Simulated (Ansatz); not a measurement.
Molecule (SMILES): [Ga][F] (F-Ga) (closed-shell singlet).
Geometry (B3LYP-D3(BJ)/def2-TZVP, fixed):
```
Ga
F 1 1.8005
```

How fast the dipole moment converges with the basis for several methods (Ansatz, an electronic-structure program): deviation from each method's own reference, in D. References: CCSD(T) 2.362 D, the value in aug-pcseg-3; HF 2.418 D, the value in aug-pcseg-3; MP2 2.311 D, the value in aug-pcseg-3; PBE 2.286 D, the value in aug-pcseg-3; PBE0 2.388 D, the value in aug-pcseg-3. Cartesian d functions, on some or all atoms, in 3-21G; all else is spherical. In correlated methods cores are frozen (with 3d on Ga to Br). No added dispersion term, no relativity. The reference of a correlated method is not its basis-set limit, which lies further on.

```json
[
 {"basis": "3-21G", "functions": "32", "CCSD(T)": "-0.842", "HF": "?", "MP2": "-0.950", "PBE": "-1.296", "PBE0": "-1.072"},
 {"basis": "cc-pVDZ", "functions": "41", "CCSD(T)": "-0.351", "HF": "?", "MP2": "-0.347", "PBE": "-0.449", "PBE0": "-0.298"},
 {"basis": "def2-SVP", "functions": "46", "CCSD(T)": "-0.425", "HF": "?", "MP2": "-0.432", "PBE": "-0.530", "PBE0": "-0.383"},
 {"basis": "aug-cc-pVDZ", "functions": "59", "CCSD(T)": "0.056", "HF": "?", "MP2": "0.061", "PBE": "0.036", "PBE0": "0.048"},
 {"basis": "def2-SVPD", "functions": "61", "CCSD(T)": "0.035", "HF": "?", "MP2": "0.037", "PBE": "0.057", "PBE0": "0.060"},
 {"basis": "6-311G**", "functions": "62", "CCSD(T)": "-0.219", "HF": "?", "MP2": "-0.205", "PBE": "-0.245", "PBE0": "-0.134"},
 {"basis": "pcseg-2", "functions": "73", "CCSD(T)": "0.004", "HF": "?", "MP2": "0.025", "PBE": "-0.003", "PBE0": "0.022"},
 {"basis": "def2-TZVPP", "functions": "79", "CCSD(T)": "-0.122", "HF": "?", "MP2": "-0.107", "PBE": "-0.119", "PBE0": "-0.080"},
 {"basis": "def2-TZVPPD", "functions": "94", "CCSD(T)": "-0.007", "HF": "?", "MP2": "0.003", "PBE": "0.007", "PBE0": "0.011"},
 {"basis": "pcseg-3", "functions": "128", "CCSD(T)": "0.003", "HF": "?", "MP2": "0.007", "PBE": "0.001", "PBE0": "0.004"},
 {"basis": "def2-QZVPPD", "functions": "161", "CCSD(T)": "-0.008", "HF": "?", "MP2": "-0.008", "PBE": "-0.003", "PBE0": "-0.003"},
 {"basis": "aug-cc-pVQZ", "functions": "173", "CCSD(T)": "0.000", "HF": "?", "MP2": "-0.005", "PBE": "0.003", "PBE0": "0.000"}
]
```

Question: Some entries are withheld; supply them.

Answer: 
- 3-21G, HF: -0.625
- cc-pVDZ, HF: -0.040
- def2-SVP, HF: -0.165
- aug-cc-pVDZ, HF: 0.063
- def2-SVPD, HF: 0.045
- 6-311G**, HF: 0.053
- pcseg-2, HF: 0.080
- def2-TZVPP, HF: -0.025
- def2-TZVPPD, HF: 0.011
- pcseg-3, HF: 0.008
- def2-QZVPPD, HF: -0.002
- aug-cc-pVQZ, HF: -0.004

Mean absolute deviation over 6-311G**, pcseg-2, def2-TZVPP, def2-TZVPPD: HF 0.042, PBE0 0.062, MP2 0.085, CCSD(T) 0.088, PBE 0.093 D.
